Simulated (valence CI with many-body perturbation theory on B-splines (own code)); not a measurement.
# Energy levels of As⁺

Method: valence CI with perturbative core correlation (CI+MBPT): four valence electrons over a frozen Dirac-Fock core [Ar] 3d10, a basis of 11 s, 11 p, 9 d, 7 f, 5 g, 2 h, 1 i functions for each j, with the one-electron correlation potential Σ1, the two-electron term Σ2, the three-electron term Σ3, Breit, model QED; selected CI, second order for the rest, scaled by the run's own slope (own B-spline code, finite nucleus).

Set against measurement, 16 paired levels are off by 197 cm⁻¹ on average, the worst by 355. These come from a selection out of the NIST Handbook of Basic Atomic Spectroscopic Data. Levels without a partner in it may be off by more. Among the levels kept, up to 510 cm⁻¹ of a level comes from second order outside the variational space, and about a tenth of that is noise between levels of different J, which matters for small intervals.

Levels 46 to 80 of 80, with energies above the lowest level, (4s^2 4p1/2^2) J=0. "Leading %" is the weight of the configuration and term that name the level; weights of strongly mixed levels are sums over their largest components and can fall short. In the jj column 3d3/2^4 stands for four electrons in 3d with j = 3/2. Lifetimes count E1, E2, E3, M1 and M2 decay at the calculated energies, and are blank where another channel may lead or the interval is too uncertain; long ones can be off by a factor of two.

```csv
No.,Configuration,Term,J,E (eV),Leading %,Lifetime,Leading jj
46,4s.4p3,1P°,1,14.716,45,278 ps,4s^2 4p1/2 5d3/2 (28 %)
47,4s2.4p.5d,3F°,3,14.788,76,2.04 ns,4s^2 4p1/2 5d5/2 (75 %)
48,4s2.4p.6p,3D,1,14.929,59,39.2 ns,4s^2 4p1/2 6p1/2 (90 %)
49,4s2.4p.5d,3P°,2,14.947,46,605 ps,4s^2 4p1/2 5d5/2 (81 %)
50,4s2.4p.6p,3P,1,15.008,42,24.6 ns,4s^2 4p1/2 6p3/2 (90 %)
51,4s2.4p.6p,3D,2,15.018,60,27.5 ns,4s^2 4p1/2 6p3/2 (86 %)
52,4s2.4p.5d,3D°,1,15.019,65,456 ps,4s^2 4p1/2 5d3/2 (53 %)
53,4s2.4p.5d,3F°,4,15.023,91,5.68 ns,4s^2 4p3/2 5d5/2 (91 %)
54,4s2.4p.4f,1F,3,15.042,46,3.05 ns,4s^2 4p1/2 4f5/2 (64 %)
55,4s2.4p.4f,3F,3,15.048,48,3.27 ns,4s^2 4p1/2 4f7/2 (62 %)
56,4s2.4p.4f,3F,2,15.054,60,3.59 ns,4s^2 4p1/2 4f5/2 (86 %)
57,4s2.4p.4f,3F,4,15.056,37,3.45 ns,4s^2 4p1/2 4f7/2 (91 %)
58,4s2.4p.6p,3P,0,15.060,82,19.9 ns,4s^2 4p1/2 6p1/2 (86 %)
59,4s2.4p.5d,3D°,3,15.201,71,642 ps,4s^2 4p3/2 5d3/2 (42 %)
60,4s2.4p.5d,3D°,2,15.249,53,540 ps,4s^2 4p3/2 5d3/2 (82 %)
61,4s2.4p.5d,3P°,1,15.280,73,757 ps,4s^2 4p3/2 5d3/2 (79 %)
62,4s2.4p.5d,3P°,0,15.282,91,852 ps,4s^2 4p3/2 5d3/2 (91 %)
63,4s2.4p.6p,1P,1,15.292,42,26.6 ns,4s^2 4p3/2 6p3/2 (50 %)
64,4s2.4p.5d,1D°,2,15.321,49,419 ps,4s^2 4p3/2 5d5/2 (78 %)
65,4s2.4p.6p,3D,3,15.324,88,26.9 ns,4s^2 4p3/2 6p3/2 (88 %)
66,4s2.4p.6p,3P,2,15.350,62,21.3 ns,4s^2 4p3/2 6p1/2 (63 %)
67,4s2.4p.4f,3G,3,15.366,36,3.04 ns,4s^2 4p3/2 4f5/2 (82 %)
68,4s2.4p.4f,3F,4,15.375,56,3.30 ns,4s^2 4p3/2 4f7/2 (81 %)
69,4s2.4p.5d,1F°,3,15.396,76,622 ps,4s^2 4p3/2 5d5/2 (51 %)
70,4s2.4p.6p,3S,1,15.403,70,24.8 ns,4s^2 4p3/2 6p1/2 (54 %)
71,4s2.4p.4f,1D,2,15.428,27,4.14 ns,4s^2 4p3/2 4f5/2 (68 %)
72,4s2.4p.4f,3D,3,15.429,59,3.59 ns,4s^2 4p3/2 4f7/2 (75 %)
73,4s2.4p.4f,3G,5,15.438,93,3.01 ns,4s^2 4p3/2 4f7/2 (93 %)
74,4s2.4p.6p,1D,2,15.453,60,15.4 ns,4s^2 4p3/2 6p3/2 (50 %)
75,4s2.4p.4f,1G,4,15.458,61,4.01 ns,4s^2 4p3/2 4f5/2 (83 %)
76,4s2.4p.4f,3D,1,15.498,93,3.62 ns,4s^2 4p3/2 4f5/2 (93 %)
77,4s2.4p.4f,3D,2,15.503,51,3.94 ns,4s^2 4p3/2 4f7/2 (87 %)
78,4s2.4p.6p,1S,0,15.605,80,23.0 ns,4s^2 4p3/2 6p3/2 (84 %)
79,4s2.4p.5d,1P°,1,15.679,51,322 ps,4s^2 4p3/2 5d5/2 (43 %)
80,4s2.4p.7s,3P°,0,15.900,93,4.36 ns,4s^2 4p1/2 7s (93 %)
```

Where two levels of one J and parity lie close, their mixing, g and order are uncertain.
